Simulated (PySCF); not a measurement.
Compound: cis-Zr(NH3)2Cl4 (singlet state).
Cartesian coordinates in Å at the PBE0-D3(BJ)/def2-SVP level; atoms count from 1:
```
atom  x, y, z in Å
Zr1   -0.748    0.140   -0.756
N2    -0.654   -0.103    1.642
H3    -1.624    0.014    1.944
H4    -0.108    0.616    2.116
H5    -0.355   -1.027    1.954
Cl6   -0.432    0.368   -3.094
N7     1.647   -0.110   -0.641
H8     1.947   -0.127   -1.619
H9     1.971   -0.979   -0.218
H10    2.113    0.683   -0.201
Cl11  -3.088    0.369   -0.452
Cl12  -0.085    2.372   -0.091
Cl13  -0.554   -2.267   -0.562
```

The calculation used PBE0-D3(BJ)/def2-SVP geometry optimisation, gas phase, def2 core potentials past Kr in PySCF.

Problem. Which atoms are bound to Zr1, and at what distances?

Solution. 6 atoms: Cl6 2.370 Å, Cl11 2.370 Å, N7 2.411 Å, N2 2.412 Å, Cl12 2.421 Å, Cl13 2.423 Å. The nearest atom not counted as bound is H3, at 2.84 Å (others tie with it).

Problem. List the angles at Zr1.

Solution. 
```
        angle  degrees  distance of the outer atoms (Å)
   N2–Zr1–Cl6    170.1                             4.76
  N7–Zr1–Cl11    169.9                             4.76
Cl12–Zr1–Cl13    150.6                             4.69
 Cl6–Zr1–Cl11    104.4                             3.75
Cl11–Zr1–Cl13     99.5                             3.66
 Cl6–Zr1–Cl13     99.4                             3.66
Cl11–Zr1–Cl12     98.4                             3.63
 Cl6–Zr1–Cl12     98.4                             3.63
   Cl6–Zr1–N7     85.7                             3.25
  N2–Zr1–Cl11     85.4                             3.24
    N2–Zr1–N7     84.5                             3.24
  N2–Zr1–Cl13     79.4                             3.09
  N7–Zr1–Cl13     79.2                             3.08
  N7–Zr1–Cl12     79.1                             3.08
  N2–Zr1–Cl12     79.0                             3.07
```

Problem. Describe the arrangement about Zr1 in numbers.

Solution. The three widest angles are 170.1°, 169.9° and 150.6°, the others run from 79.0° to 104.4°. The Zr–Cl distances aren't all alike: 2.370 to 2.423 Å.

Problem. What are the other bond lengths?

Solution. N2–H3 and 5 like bonds 1.021 Å.

Problem. What are the rotational constants (commonest isotopes, rigid rotor)?

Solution. A = 800.7, B = 747.7, C = 693.4 MHz: an asymmetric top.

Point group: near C2v, missed by 0.17 Å at most; the miss may be what the optimiser left on a soft mode (C2 holds within 0.08 Å). Charge 0, singlet. Stationary, but not proved a minimum.
